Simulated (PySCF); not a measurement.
Isomers of C5H5F3N2. Method used: PySCF 2.14.0, density-fitted response routines, TDDFT CAM-B3LYP/def2-SVPD, vertical, gas phase, core orbitals frozen in the response. Geometries: GFN2-xTB; one conformer of each isolated species. Triplets are in the Tamm–Dancoff approximation.

A. `Cc1cc(C(F)(F)F)[nH]n1`
B. `C=C/C(=N/N=C)C(F)(F)F`
C. `C#CCN/N=C/C(F)(F)F`

Lowest singlet levels (six at most, fewer where fewer were computed) with oscillator strengths:

1. 192 nm (f 0.065); 186 nm (f 0.005); 182 nm (f 0.178); 167 nm (f 0.001); 162 nm (f 0.010); 159 nm (f 0.000); T1 4.49 eV
2. 211 nm (f 0.368); 205 nm (f 0.112); 197 nm (f 0.001); 191 nm (f 0.000); 181 nm (f 0.001); 178 nm (f 0.004); T1 3.60 eV
3. 287 nm (f 0.033); 271 nm (f 0.175); 249 nm (f 0.206); 192 nm (f 0.245); 182 nm (f 0.209); 181 nm (f 0.040); T1 2.59 eV

**Question.** Match each spectrum to its molecule.

**Answer.** 1 = A, 2 = C, 3 = B.
- A: S1 at 6.44 eV, HOMO→LUMO (80%), HOMO-1→LUMO (9%); Löwdin shares by element: HOMO nitrogen 43%, carbon 34% or more (atoms not listed hold the other 24%); LUMO carbon 37% or more, nitrogen 34% (atoms not listed hold the other 30%); HOMO -9.05 and LUMO 0.57 eV.
- B: S1 at 4.31 eV, HOMO-1→LUMO (82%), HOMO→LUMO (11%); Löwdin shares by element: HOMO nitrogen 38%, carbon 33% or more (atoms not listed hold the other 29%); LUMO carbon 46% or more, nitrogen 23% or more (atoms not listed hold the other 31%); HOMO -8.14 and LUMO -0.86 eV.
- C: S1 at 5.87 eV, HOMO→LUMO (79%), HOMO-3→LUMO (14%); Löwdin shares by element: HOMO nitrogen 51%, carbon 25% or more (atoms not listed hold the other 23%); LUMO nitrogen 47%, carbon 24% or more, hydrogen 6% or more (atoms not listed hold the other 23%); HOMO -8.50 and LUMO 0.34 eV.
